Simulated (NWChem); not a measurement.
Species: C2H6OSi; SMILES C=C[SiH2]O

```xyz
10

Si    -0.5355     0.7033    -0.0359
O      1.0444     1.2945    -0.0537
C     -0.5348    -1.1721     0.0393
C      0.6024    -1.8891    -0.0645
H     -1.1588     1.2022    -1.3063
H     -1.3266     1.2400     1.1338
H      1.5345     1.1547     0.7751
H     -1.4914    -1.7120     0.1770
H      1.5773    -1.3900    -0.2074
H      0.6170    -2.9919    -0.0176
```
Atoms are numbered in this order, from 1.

All runs: NWChem. Pople sets run with spherical d functions. Structure relaxed at the PBE-D3(BJ)/def2-SVP level. Level: PBE0/6-31G* with SMD (1 M gas to 1 M solution), gas-phase geometry. Reactions with the solvent are ignored.

| solvent | dielectric constant | solvation free energy (kcal/mol) | cavity-dispersion-structure term (kcal/mol) | dipole in solution (D) |
|---|---|---|---|---|
| water | 78.4 | -3.3 | 4.0 | 2.42 |
| toluene | 2.37 | -2.9 | -0.6 | 2.05 |
| N,N-dimethylformamide | 37.2 | -3.5 | 0.5 | 2.23 |
| diethyl ether | 4.24 | -3.8 | -0.7 | 2.13 |
